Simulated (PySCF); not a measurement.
Spinor energies of Co¹⁰⁺ (cobalt, charge +10)

Start: [Ne] 3s2 3p5; 3p1/2 filled at m_j = -1/2, +1/2; 3p3/2 filled at m_j = -1/2, +1/2, +3/2. Calculated with PySCF 2.14 in an uncontracted even-tempered set (20 s from 0.64 bohr⁻², ratio 2.4; 14 p from 0.83 bohr⁻², ratio 2.4; 5 d from 5.2 bohr⁻², ratio 2.6; 4 f from 7.8 bohr⁻², ratio 2.6): generalised Hartree-Fock with the X2C-1e Hamiltonian and a Gaussian nucleus; one run each with spin-orbit coupling (SO) switched off, then screened by Boettger's factors.

```json
{"spinor shell": "1s1/2", "electrons": "2", "ε, spin-free (eV)": "-8043.0", "ε, screened SO (eV)": "-8042.8", "weight of nominal j (screened SO)": "1.000", "rms radius, screened SO (bohr)": "0.0649"}
{"spinor shell": "2s1/2", "electrons": "2", "ε, spin-free (eV)": "-1233.1", "ε, screened SO (eV)": "-1232.9", "weight of nominal j (screened SO)": "1.000", "rms radius, screened SO (bohr)": "0.274"}
{"spinor shell": "2p1/2", "electrons": "2", "ε, spin-free (eV)": "-1090.4", "ε, screened SO (eV)": "-1101.2", "weight of nominal j (screened SO)": "0.999", "rms radius, screened SO (bohr)": "0.245"}
{"spinor shell": "2p3/2", "electrons": "4", "ε, spin-free (eV)": "-1090.4", "ε, screened SO (eV)": "-1085.0", "weight of nominal j (screened SO)": "0.999", "rms radius, screened SO (bohr)": "0.248"}
{"spinor shell": "3s1/2", "electrons": "2", "ε, spin-free (eV)": "-352.21", "ε, screened SO (eV)": "-352.17", "weight of nominal j (screened SO)": "1.000", "rms radius, screened SO (bohr)": "0.743"}
{"spinor shell": "3p1/2", "electrons": "2", "ε, spin-free (eV)": "-306.93", "ε, screened SO (eV)": "-308.91", "weight of nominal j (screened SO)": "0.852", "rms radius, screened SO (bohr)": "0.751"}
{"spinor shell": "3p3/2", "electrons": "3", "ε, spin-free (eV)": "-306.93", "ε, screened SO (eV)": "-305.86", "weight of nominal j (screened SO)": "0.901", "rms radius, screened SO (bohr)": "0.756"}
```

| quantity | spin-free | screened SO |
| --- | --- | --- |
| E (hartree) | -1354.12856 | -1354.18615 |
| M_J | 3/2 | 3/2 |
| ⟨J²⟩ | 3.752 | 3.752 |
| ⟨L²⟩ | 2.002 | 2.002 |
| ⟨S²⟩ | 0.751 | 0.751 |

Each row is a mean over spinors that exchange with the open shell spreads, by up to 7.839 eV (3s1/2).

Rows whose weight is well below 1 are mixtures of j = l ± 1/2: exchange outweighs spin-orbit coupling there, and the label is only the starting occupation.

Without spin-orbit coupling the j labels of p, d and f shells carry no meaning; the spin-free column gives the mean over the occupied spinors of each nl shell.
